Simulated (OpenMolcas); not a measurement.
**Multiplet structure of Rh2+**

| Quantity | Value |
| --- | --- |
| Program | OpenMolcas 26.06 |
| Method | CASSCF |
| Basis | ANO-RCC-VTZP [7s6p4d2f1g] |
| Scalar Hamiltonian | DKH2, point nucleus |
| Active space | 7 electrons in 6 orbitals (4d 5s) |
| State averaging | 2S+1 = 4 even, 60 roots; 2S+1 = 6 even, 5 roots kept (CI in the orbitals of an earlier block); 2S+1 = 2 even, 110 roots kept (CI in the orbitals of an earlier block) |
| Spin-orbit coupling | RASSI with atomic mean-field integrals over the reference wave functions, term energies averaged over their components |

With spin-orbit coupling, above the lowest level:

```json
{"Configuration": "4d7", "Term": "4F", "J": "9/2", "E (cm-1)": "0.0", "Measured (cm-1)": "0.0", "g": "1.330", "Term weight %": "98", "Second": ""}
{"Configuration": "4d7", "Term": "4F", "J": "7/2", "E (cm-1)": "2188", "Measured (cm-1)": "2148", "g": "1.237", "Term weight %": "100", "Second": ""}
{"Configuration": "4d7", "Term": "4F", "J": "5/2", "E (cm-1)": "3623", "Measured (cm-1)": "3486", "g": "1.030", "Term weight %": "99", "Second": ""}
{"Configuration": "4d7", "Term": "4F", "J": "3/2", "E (cm-1)": "4543", "Measured (cm-1)": "4322", "g": "0.407", "Term weight %": "98", "Second": ""}
{"Configuration": "4d7", "Term": "4P", "J": "5/2", "E (cm-1)": "14949", "Measured (cm-1)": "11062", "g": "1.594", "Term weight %": "98", "Second": ""}
{"Configuration": "4d7", "Term": "4P", "J": "3/2", "E (cm-1)": "15080", "Measured (cm-1)": "10997", "g": "1.658", "Term weight %": "82", "Second": "17 2P"}
{"Configuration": "4d7", "Term": "2G", "J": "9/2", "E (cm-1)": "15950", "Measured (cm-1)": "", "g": "1.097", "Term weight %": "90", "Second": "9 2H"}
{"Configuration": "4d7", "Term": "4P", "J": "1/2", "E (cm-1)": "16496", "Measured (cm-1)": "", "g": "2.536", "Term weight %": "93", "Second": "7 2P"}
{"Configuration": "4d7", "Term": "2G", "J": "7/2", "E (cm-1)": "18101", "Measured (cm-1)": "", "g": "0.891", "Term weight %": "99", "Second": ""}
{"Configuration": "4d7", "Term": "2P", "J": "3/2", "E (cm-1)": "20747", "Measured (cm-1)": "", "g": "1.239", "Term weight %": "56", "Second": "28 2D(1)"}
{"Configuration": "4d7", "Term": "2H", "J": "11/2", "E (cm-1)": "21359", "Measured (cm-1)": "", "g": "1.091", "Term weight %": "100", "Second": ""}
{"Configuration": "4d7", "Term": "2D(1)", "J": "5/2", "E (cm-1)": "22832", "Measured (cm-1)": "", "g": "1.204", "Term weight %": "97", "Second": ""}
{"Configuration": "4d7", "Term": "2P", "J": "1/2", "E (cm-1)": "23106", "Measured (cm-1)": "", "g": "0.801", "Term weight %": "93", "Second": "7 4P"}
{"Configuration": "4d7", "Term": "2H", "J": "9/2", "E (cm-1)": "23495", "Measured (cm-1)": "", "g": "0.927", "Term weight %": "91", "Second": "9 2G"}
{"Configuration": "4d7", "Term": "2D(1)", "J": "3/2", "E (cm-1)": "26494", "Measured (cm-1)": "", "g": "0.964", "Term weight %": "69", "Second": "27 2P"}
{"Configuration": "4d7", "Term": "2F", "J": "5/2", "E (cm-1)": "34788", "Measured (cm-1)": "", "g": "0.861", "Term weight %": "99", "Second": ""}
{"Configuration": "4d7", "Term": "2F", "J": "7/2", "E (cm-1)": "35811", "Measured (cm-1)": "", "g": "1.142", "Term weight %": "99", "Second": ""}
{"Configuration": "4d6 5s", "Term": "6D", "J": "9/2", "E (cm-1)": "37023", "Measured (cm-1)": "43022", "g": "1.555", "Term weight %": "99", "Second": ""}
{"Configuration": "4d6 5s", "Term": "6D", "J": "7/2", "E (cm-1)": "38316", "Measured (cm-1)": "44394", "g": "1.587", "Term weight %": "99", "Second": ""}
{"Configuration": "4d6 5s", "Term": "6D", "J": "5/2", "E (cm-1)": "39191", "Measured (cm-1)": "45278", "g": "1.657", "Term weight %": "99", "Second": ""}
{"Configuration": "4d6 5s", "Term": "6D", "J": "3/2", "E (cm-1)": "39781", "Measured (cm-1)": "45877", "g": "1.866", "Term weight %": "99", "Second": ""}
{"Configuration": "4d6 5s", "Term": "6D", "J": "1/2", "E (cm-1)": "40126", "Measured (cm-1)": "", "g": "3.328", "Term weight %": "99", "Second": ""}
{"Configuration": "4d6 5s", "Term": "4D(1)", "J": "7/2", "E (cm-1)": "50653", "Measured (cm-1)": "", "g": "1.425", "Term weight %": "98", "Second": ""}
{"Configuration": "4d6 5s", "Term": "4D(1)", "J": "5/2", "E (cm-1)": "52098", "Measured (cm-1)": "", "g": "1.371", "Term weight %": "98", "Second": ""}
{"Configuration": "4d6 5s", "Term": "4D(1)", "J": "3/2", "E (cm-1)": "53011", "Measured (cm-1)": "", "g": "1.198", "Term weight %": "97", "Second": ""}
{"Configuration": "4d6 5s", "Term": "4D(1)", "J": "1/2", "E (cm-1)": "53561", "Measured (cm-1)": "", "g": "0.013", "Term weight %": "98", "Second": ""}
{"Configuration": "4d7", "Term": "2D(2)", "J": "3/2", "E (cm-1)": "54630", "Measured (cm-1)": "", "g": "0.803", "Term weight %": "99", "Second": ""}
{"Configuration": "4d7", "Term": "2D(2)", "J": "5/2", "E (cm-1)": "55588", "Measured (cm-1)": "", "g": "1.198", "Term weight %": "99", "Second": ""}
{"Configuration": "4d6 5s", "Term": "4H", "J": "13/2", "E (cm-1)": "59288", "Measured (cm-1)": "", "g": "1.229", "Term weight %": "98", "Second": ""}
{"Configuration": "4d6 5s", "Term": "4H", "J": "11/2", "E (cm-1)": "59584", "Measured (cm-1)": "", "g": "1.144", "Term weight %": "91", "Second": "9 4G"}
{"Configuration": "4d6 5s", "Term": "4H", "J": "9/2", "E (cm-1)": "59739", "Measured (cm-1)": "", "g": "1.025", "Term weight %": "78", "Second": "13 4G"}
{"Configuration": "4d6 5s", "Term": "4H", "J": "7/2", "E (cm-1)": "60099", "Measured (cm-1)": "", "g": "0.725", "Term weight %": "84", "Second": "8 4G"}
{"Configuration": "4d6 5s", "Term": "4P(1)", "J": "5/2", "E (cm-1)": "60854", "Measured (cm-1)": "", "g": "1.593", "Term weight %": "96", "Second": ""}
{"Configuration": "4d6 5s", "Term": "4F(1)", "J": "9/2", "E (cm-1)": "61886", "Measured (cm-1)": "", "g": "1.255", "Term weight %": "71", "Second": "16 4H"}
{"Configuration": "4d6 5s", "Term": "4F(1)", "J": "7/2", "E (cm-1)": "62486", "Measured (cm-1)": "", "g": "1.150", "Term weight %": "75", "Second": "13 4G"}
{"Configuration": "4d6 5s", "Term": "4F(1)", "J": "5/2", "E (cm-1)": "62876", "Measured (cm-1)": "", "g": "0.965", "Term weight %": "84", "Second": "15 4G"}
{"Configuration": "4d6 5s", "Term": "4F(1)", "J": "3/2", "E (cm-1)": "63352", "Measured (cm-1)": "", "g": "0.419", "Term weight %": "97", "Second": ""}
{"Configuration": "4d6 5s", "Term": "4P(1)", "J": "3/2", "E (cm-1)": "63803", "Measured (cm-1)": "", "g": "1.677", "Term weight %": "88", "Second": "7 2P"}
{"Configuration": "4d6 5s", "Term": "4G", "J": "11/2", "E (cm-1)": "64120", "Measured (cm-1)": "", "g": "1.250", "Term weight %": "86", "Second": "8 4H"}
{"Configuration": "4d6 5s", "Term": "4P(1)", "J": "1/2", "E (cm-1)": "65645", "Measured (cm-1)": "", "g": "2.599", "Term weight %": "92", "Second": "5 2S"}
```

Against the 9 measured excited levels shown (the list in Shadmi, J. Res. Natl. Bur. Stand. 70A, 435 (1966)) the mean absolute deviation is 3600 cm-1; the largest miss in energy is 4d6 5s 6D 3/2: computed 39781, measured 45877 cm-1 (-13.3 %), and the largest in proportion 4d7 4P 3/2 (+37.1 %).

Spin-orbit coupling puts the lowest level 2273 cm-1 below the lowest spin-free term.

For 4F the intervals divided by the larger J are -368.1, -410.0, -486.2 cm-1. Landé's interval rule makes them equal in pure LS coupling; they differ by 28 % of their mean. The multiplet is inverted.

Without dynamic correlation excited terms often stand tens of per cent too high (terms of higher spin than the ground term too low), and those without a measured partner can miss by more than the paired ones. Terms from blocks run as CI alone lack orbitals of their own. A single d shell beside an s shell can misplace configurations of different d count against each other. Measured partners are found by configuration, term and J. A level has none where our copy of the source lacks it or the pairing is in doubt (some pairs that miss far off the trend of their configuration count as doubtful), and it then counts in no deviation. Levels of configurations outside the active space are missing. The first state left out of the spin-orbit step lies near 97000 cm-1 above the lowest spin-free state of the reference (among the parities and spins computed), and the list stops at four fifths of that energy or lower. The table shows the lowest 40 of 59 levels.

The term weight is that of the spin-free term in the level, not the purity of its configuration. A number in round brackets counts repeated terms of one configuration in the order of the reference energies.
